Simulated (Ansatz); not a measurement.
Two isomers of Cl2FH3OSi2: A = `O[Si@H](Cl)[Si@H](F)Cl`, B = `F[SiH](Cl)O[SiH2]Cl`.

Calculated with Ansatz (gas phase, PBE0-D4/def2-TZVP geometries, no zero-point term in ΔE). CCSD(T)/CBS adds triple-zeta CCSD(T) − MP2 to the extrapolated MP2 energy (def2 sets, frozen cores). Functionals use def2-TZVPP. B3LYP here is the variant with VWN-RPA as its local correlation; programs differ in this. One conformer a species, not always the lowest.

A:

Z-matrix (Å, degrees):
```
Si
Cl 1 2.054
Si 1 2.348 2 105.6
O 1 1.635 2 112.1 3 -118.6
H 1 1.478 2 108.5 3 124.6
F 3 1.593 1 111.6 2 42.2
Cl 3 2.054 1 104.9 2 -75.1
H 3 1.481 1 116.7 2 166.2
H 4 0.960 1 117.6 2 65.9
```

B:

```xyz
9

F    -0.807   -0.767   -2.496
Si   -0.443    0.361   -1.450
Cl   -2.179    1.127   -0.722
O     0.411   -0.316   -0.262
Si    0.596   -0.544    1.344
Cl    0.970    1.250    2.251
H     0.328    1.405   -2.131
H    -0.642   -1.098    1.926
H     1.766   -1.419    1.540
```

Problem. Which is lower in electronic energy at CCSD(T)/CBS, and by how much? (An estimate is asked.)

Solution. Computed: B, by 149.8 kJ/mol.

Problem. Give E(B) − E(A) in kJ/mol with CCSD(T)/def2-TZVPP, MP2/def2-TZVPP, LDA (SPW92), B3LYP, PBE0-D4, r2SCAN-D4, B2PLYP. (Estimate.)

Solution. Ansatz gave: CCSD(T)/def2-TZVPP -152.1, MP2/def2-TZVPP -157.4, LDA (SPW92) -123.5, B3LYP -145.4, PBE0-D4 -130.0, r2SCAN-D4 -141.8, B2PLYP -151.7. None reverses the order clearly.

Largest T1 diagnostic: 0.011.

From r2SCAN to r2SCAN0 (25 % exact exchange), in def2-TZVPP and without D4, E(B) − E(A) moves by −6.1 kJ/mol. Leaving LDA and LC-ωPBE aside and taking each functional with its dispersion term where it has one, the values, not all of them listed here, spread over 41.2 kJ/mol, from BHLYP-D4 to PBE-D4. LDA lies −5.6 kJ/mol from PBE without D4.
